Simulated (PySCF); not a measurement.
Compound: C₅H₁₁NO₂Si.
Geometry (GFN2-xTB, Å), atoms numbered from 1 in this order:
```
atom  x, y, z in Å
C1     2.806   -0.910   -0.095
O2     1.987   -0.269    0.853
C3     0.829    0.268    0.315
C4    -0.312    0.562    1.207
Si5   -1.372    2.094    0.849
C6    -0.418   -0.611    0.258
C7    -1.308   -0.407   -0.891
N8    -1.654   -1.502   -1.603
O9    -1.702    0.708   -1.203
H10    2.302   -1.776   -0.541
H11    3.096   -0.222   -0.898
H12    3.695   -1.243    0.437
H13    0.996    0.912   -0.547
H14   -0.156    0.291    2.242
H15   -2.792    1.766    0.817
H16   -0.848    2.920   -0.228
H17   -1.175    2.871    2.093
H18   -0.313   -1.619    0.639
H19   -1.375   -2.426   -1.328
H20   -2.289   -1.397   -2.377
```

Mayer bond orders were computed from the PBE0/pcSseg-1 density (PySCF). The structure is a single GFN2-xTB conformer in the gas phase; no vibrational or solvent corrections.

Question: The orders 0.87, 0.95, 1.22, 1.76 belong to the bonds C6–C3, C6–C7, C7–N8, C7–O9, in another order. Match them.

Answer: C6–C3 0.87; C6–C7 0.95; C7–N8 1.22; C7–O9 1.76.

Question: Set the orders of all bonds between heavy atoms beside their lengths and the difference of the ESP-fitted charges at their ends.

Answer: 
```
  bond  Mayer order  length (Å)  q(first) − q(second) (e)
 C7–O9        1.757       1.223                    +1.258
 C7–N8        1.221       1.352                    +1.678
 O2–C3        0.962       1.385                    -0.489
 C3–C4        0.956       1.478                    +0.496
 C6–C7        0.955       1.468                    -1.056
 C1–O2        0.923       1.408                    +0.177
 C4–C6        0.901       1.512                    +0.002
 C6–C3        0.871       1.527                    -0.498
C4–Si5        0.818       1.897                    -0.728
```

The Mayer order sums products of elements of PS (density times overlap matrix) between the two atoms' basis functions, so it depends on the basis set.

The run behind these numbers computed NMR shieldings as well. Hardware: one thread, Arm Neoverse N1 (aarch64), no GPU, shared host with 64 logical CPUs at a one-minute load of 60. Cost: 77 s, 1.0 GiB resident at most.
